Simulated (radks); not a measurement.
The numbers below are computed, except where a source is named.
Problem. Ionisation of Tl+, [Hg], to Tl2+, [Xe] 4f14 5d10 6s1, under several functionals. Dirac Kohn-Sham, spin-unpolarised, spherical densities, finite nucleus; a radial shooting solver on a logarithmic mesh with Libxc functionals. The NIST Atomic Spectra Database gives 20.428 eV (measured). Rank these functionals by the error of their Delta-SCF ionisation energy: exchange-only B88; PBE; AM05; LDA (Slater exchange, VWN5 correlation); exchange-only LDA.

Solution. From best to worst: PBE 20.775 eV (+0.347); AM05 20.803 eV (+0.375); exchange-only LDA 19.921 eV (-0.507); exchange-only B88 19.917 eV (-0.512); LDA (Slater exchange, VWN5 correlation) 21.188 eV (+0.760). Spin polarisation and multiplet splitting are left out, so open shells lie too high by an amount that depends on their filling.

Beside tabulated values, note that spin-unpolarised runs miss the spin-polarisation part of the exchange energy of open shells.
